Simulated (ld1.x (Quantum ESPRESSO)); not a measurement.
**Pseudopotential generation for chromium: RRKJ, PBEsol, scalar-relativistic.**

ld1.x (Quantum ESPRESSO) 7.5 was run on this input:

```
&input
   title='Cr', zed=24., rel=1, dft='PBESOL', iswitch=3,
   config='[Ar] 3d4 4s0 4p0',
   nld=3, rlderiv=2.00, eminld=-7.0, emaxld=5.0, deld=0.02
 /
 &inputp
   pseudotype=2, tm=.false., lloc=0,
   nlcc=.true., new_core_ps=.true.,
   file_pseudopw='Cr.UPF', file_wfcaegen='ae.wfc', file_wfcncgen='nc.wfc', file_beta='beta', file_chi='chi'
 /
3
3P  2  1   6.00   0.00  1.40  1.40  0.0
3D  3  2   4.00   0.00  1.00  1.00  0.0
4S  1  0   0.00   0.00  1.85  1.85  0.0
 &test
   configts(1)='3p6 3d4 4s0 4p0'
 /
```

Command:

```bash
ld1.x < Cr.in > Cr.out
```

The program printed (shortened: banner, matrices, multipoles, cross overlaps and the repeated all-electron block are left out):

```
Program LD1 v.7.5
     --------------------------- All-electron run ----------------------------

     Cr
     scalar relativistic calculation

     atomic number is 24.00
     dft =PBESOL   lsd =0 sic =0 latt =0  beta=0.20 tr2=1.0E-14
     Exchange-correlation= PBESOL
                           (   1   4  10   8   0   0   0)
     mesh =1183 r(mesh) =  99.18097 a.u. xmin = -7.00 dx = 0.01250
     1 Ry =  13.60569312 eV, c = 137.03599908

     n l     nl                  e(Ry)          e(Ha)          e(eV)
     1 0     1S 1( 2.00)      -433.3197      -216.6598     -5895.6142
     2 0     2S 1( 2.00)       -50.5483       -25.2742      -687.7448
     2 1     2P 1( 6.00)       -42.7524       -21.3762      -581.6766
     3 0     3S 1( 2.00)        -6.9736        -3.4868       -94.8804
     3 1     3P 1( 6.00)        -4.8738        -2.4369       -66.3120
     3 2     3D 1( 4.00)        -1.6767        -0.8384       -22.8131
     4 0     4S 1( 0.00)        -1.3541        -0.6770       -18.4228
     4 1     4P 1( 0.00)        -0.9724        -0.4862       -13.2297

     final scf error:  6.4E-15 reached in  27 iterations

     Etot =   -2097.224933 Ry,   -1048.612467 Ha,  -28534.198853 eV

     Ekin =    2118.289394 Ry,    1059.144697 Ha,   28820.795444 eV
     Encl =   -4973.597273 Ry,   -2486.798636 Ha,  -67669.238211 eV
     Eh   =     852.077566 Ry,     426.038783 Ha,   11593.105878 eV
     Exc  =     -93.994621 Ry,     -46.997310 Ha,   -1278.861964 eV

     normalization and overlap integrals

     s(1S/1S) =  1.000000  <r> =   0.0636  <r2> =    0.0054  r(max) =   0.0417
     s(2S/2S) =  1.000000  <r> =   0.2934  <r2> =    0.1017  r(max) =   0.2428
     s(2P/2P) =  1.000000  <r> =   0.2600  <r2> =    0.0832  r(max) =   0.1988
     s(3S/3S) =  1.000000  <r> =   0.8985  <r2> =    0.9318  r(max) =   0.7764
     s(3P/3P) =  1.000000  <r> =   0.9568  <r2> =    1.0786  r(max) =   0.7961
     s(3D/3D) =  1.000000  <r> =   1.2246  <r2> =    1.9298  r(max) =   0.8162
     s(4S/4S) =  1.000000  <r> =   2.6897  <r2> =    8.1964  r(max) =   2.3619
     s(4P/4P) =  1.000000  <r> =   3.2001  <r2> =   11.6410  r(max) =   2.7786

     ------------------------ End of All-electron run ------------------------

     --------------------- Generating NC pseudopotential ---------------------

      Generating local pot.: lloc=0, matching radius rcloc =   1.8500

      Computing core charge for nlcc:

       r > 0.46 : true rho core
      Core charge pseudized with two Bessel functions
      Integrated core pseudo-charge :   8.16

      Wfc   3P  rcut= 1.415  Estimated cut-off energy=       90.74 Ry
      This function has    0 nodes for 0 < r <    1.415

      Wfc   3D  rcut= 0.997  Estimated cut-off energy=      232.29 Ry
      This function has    0 nodes for 0 < r <    0.997

     ------------------- End of pseudopotential generation -------------------

     Computing logarithmic derivative in   1.99514
     Computing logarithmic derivative in   1.99514
     Computing the partial wave expansion
       no projector for channel:   0
     R is outside the sphere for l=    1 j= 0.00
     R is outside the sphere for l=    2 j= 0.00

     ---------------------- Testing the pseudopotential ----------------------

     Cr
     scalar relativistic calculation

     atomic number is 24.00   valence charge is 12.00
     dft =PBESOL   lsd =0 sic =0 latt =0  beta=0.20 tr2=1.0E-14
     mesh =1183 r(mesh) =  99.18097 xmin = -7.00 dx = 0.01250

     n l     nl             e AE (Ry)        e PS (Ry)    De AE-PS (Ry)
     2 1     3P   1( 6.00)       -4.87384       -4.87384       -0.00000
     3 2     3D   1( 4.00)       -1.67673       -1.67674        0.00000
     1 0     4S   1( 0.00)       -1.35405       -1.35405       -0.00000
     3 1     4P   1( 0.00)       -0.97237       -0.87075       -0.10161  !

     eps = 3.6E-15  iter =  3

     Etot =   -2097.224933 Ry,   -1048.612467 Ha,  -28534.198853 eV
     Etotps =  -147.198419 Ry,     -73.599210 Ha,   -2002.736520 eV

     Ekin =      78.691808 Ry,      39.345904 Ha,    1070.656585 eV
     Encl =    -161.707551 Ry,     -80.853775 Ha,   -2200.143311 eV
     Ehrt =      85.900185 Ry,      42.950092 Ha,    1168.731555 eV
     Ecxc =     -46.160866 Ry,     -23.080433 Ha,    -628.050581 eV
     (Ecc =     -28.451361 Ry,     -14.225681 Ha,    -387.100491 eV)
     Epseu=    -103.921995 Ry,     -51.960997 Ha,   -1413.930769 eV

     ---------------------- End of pseudopotential test ----------------------
```

Generation and configuration tests took about 1.1 s on one core of a shared server CPU.
